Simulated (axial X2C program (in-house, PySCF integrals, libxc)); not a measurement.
**Levels of GeF by electron attachment to GeF⁺ (EOM-EA-CCSD)**

Computed with an in-house all-electron X2C program for linear molecules (integrals from PySCF): two-component X2C with atomic mean-field Coulomb and Gaunt terms, Gaussian nuclei, basis Ge dyall-acv3z, F dyall-av3z with contracted cores.

R = 2.021 Å (1.150 times 1.757 Å, the PBE0 minimum at charge 0 for the lowest determinant).

Levels of GeF obtained by attaching an electron to GeF⁺:

```tsv
Ω	binding energy (eV)	above lowest (cm⁻¹)	attached spinor	one-particle weight
1/2	8.052	0	91% Ge pπ	0.96
3/2	7.941	890	91% Ge pπ	0.96
1/2	5.543	20235	64% Ge pσ, 14% Ge dσ, 10% F pσ	0.96
1/2	3.261	38639	87% Ge sσ, 6% Ge pσ	0.99
1/2	2.175	47397	95% Ge pπ	0.99
3/2	2.160	47518	95% Ge pπ	0.99
```

**Question.** Take the first Ω = 1/2 and Ω = 3/2 rows of π character: how far apart are they, and which lies lower?

**Answer.** E(3/2) − E(1/2) = 890 − 0 = 890 cm⁻¹ at EOM-EA-CCSD: regular, Ω = 1/2 lower. Splittings at this level can be off by ten to twenty per cent.

This point took 13 s on 1 thread of Intel(R) Xeon(R) Processor @ 2.30GHz, with other jobs on the host.

Reference electrons by ω block (each with its −ω partner): 1/2: 14, 3/2: 5, 5/2: 1. 10 electrons of GeF⁺ correlated (inner shells frozen), 92 natural virtual spinors (a truncated set); levels can be off by some tenths of an eV. Roots sought by Ω: (1/2: 5, 3/2: 4, 5/2: 2, 7/2: 1); the list ends where they run out and leaves out roots under 60 % one-particle weight. The solver can skip a root, and states that need a further excitation, which the method places far too high, are missing though they may lie low or lowest. T1 of the reference 0.033 (Lee–Taylor). The reference was not checked to be the lowest state of its species. Number of frozen shells: Ge 3 s, 2 p, 1 d; F 1 s. Large amplitudes in the reference (orbital relaxation or multireference character) lower the reliability.
